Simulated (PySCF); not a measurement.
**Diatomic cations of H with the second period**

CCSD(T) with triple-zeta basis sets in PySCF, for the lowest determinant that a PBE0 search found; no spin–orbit coupling. De refers to high-spin ground-configuration atoms (the charge goes to the atom of lower measured ionisation energy or higher electron affinity, which is not always the lowest computed limit).

```json
{"M": "Li", "basis": "cc-pVTZ", "reference, frozen orbitals": "UHF, 0", "charged atom": "Li+", "state (unpaired electrons)": "doublet (σ ↑)", "Re (Å)": "2.194", "ωe (cm⁻¹)": "446", "De (eV)": "0.13"}
{"M": "Be", "basis": "pcseg-2", "reference, frozen orbitals": "RHF, 0", "charged atom": "Be+", "state (unpaired electrons)": "singlet (closed shell)", "Re (Å)": "1.310", "ωe (cm⁻¹)": "2190", "De (eV)": "3.10"}
{"M": "B", "basis": "def2-TZVPPD", "reference, frozen orbitals": "UHF, 1", "charged atom": "B+", "state (unpaired electrons)": "doublet (σ ↑)", "Re (Å)": "1.206", "ωe (cm⁻¹)": "2520", "De (eV)": "2.10"}
{"M": "C", "basis": "def2-TZVPPD", "reference, frozen orbitals": "RHF, 1", "charged atom": "C+", "state (unpaired electrons)": "singlet (closed shell)", "Re (Å)": "1.131", "ωe (cm⁻¹)": "2848", "De (eV)": "4.18"}
{"M": "N", "basis": "def2-TZVPPD", "reference, frozen orbitals": "UHF, 1", "charged atom": "H+", "state (unpaired electrons)": "quartet (σ ↑, π ↑↑)", "Re (Å)": "1.093", "ωe (cm⁻¹)": "2720", "De (eV)": "3.68"}
{"M": "O", "basis": "def2-TZVPPD", "reference, frozen orbitals": "UHF, 1", "charged atom": "H+", "state (unpaired electrons)": "triplet (π ↑↑)", "Re (Å)": "1.030", "ωe (cm⁻¹)": "3113", "De (eV)": "5.27"}
{"M": "F", "basis": "def2-TZVPPD", "reference, frozen orbitals": "UHF, 1", "charged atom": "H+", "state (unpaired electrons)": "doublet (π ↑)", "Re (Å)": "1.003", "ωe (cm⁻¹)": "3104", "De (eV)": "3.67"}
```

The shortest bond is that of HF⁺ (1.003 Å), the longest that of LiH⁺ (2.194 Å). OH⁺ is bound most strongly (5.27 eV) and LiH⁺ least (0.13 eV).

The rows differ in basis set, which adds steps of its own.

The state changes along the series, so neighbouring rows are not always alike in their bonding.

Correlated steps freeze the inner cores (0 to 1 orbitals); shallow outer-core shells are correlated. Weak bonds: LiH⁺. Basis-set superposition, not corrected here, can be much of De in a small basis, most of all at correlated wavefunction levels. For an ion De counts to the pair picked by the measured ionisation energies or electron affinities, which need not be the lowest pair at this level. Where the molecule has an RHF reference, its open-shell atoms are computed with UHF. States were picked by a PBE0 search and need not be the measured ground states.
